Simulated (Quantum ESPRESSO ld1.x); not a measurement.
Results of a calculation; reference values are marked as such.
Problem. The aim is neutral neodymium in [Xe] 4f4 6s2. This ld1.x (Quantum ESPRESSO 7.5) run was made with `OMP_NUM_THREADS=1 ld1.x < ld1.in > ld1.out`. Can the result be used? Name any fault.

```
 &input
    zed=60.0,
    iswitch=1,
    rel=0,
    dft='R2SCAN',
    config='[Xe] 4f4 6s2',
    prefix='ld1',
    max_out_wfc=37,
    file_charge='ld1.rho',
 /
```

Output (excerpt):

```
     Program LD1 v.7.5 starts

 %%%%%%%%%%%%%%%%%%%%%%%%%%%%%%%%%%%%%%%%%%%%%%%%%%%%%%%%%%%%%%%%%%%%%%%%%%%%%%
     Error in routine set_dft_from_name (2):
     libxc needed for this functional
 %%%%%%%%%%%%%%%%%%%%%%%%%%%%%%%%%%%%%%%%%%%%%%%%%%%%%%%%%%%%%%%%%%%%%%%%%%%%%%

     stopping ...
```

Solution. No (refused). The line at issue: dft='R2SCAN'. The program stops in set_dft_from_name with "libxc needed for this functional": this build has no Libxc. The sound input gives -9286.394 hartree.
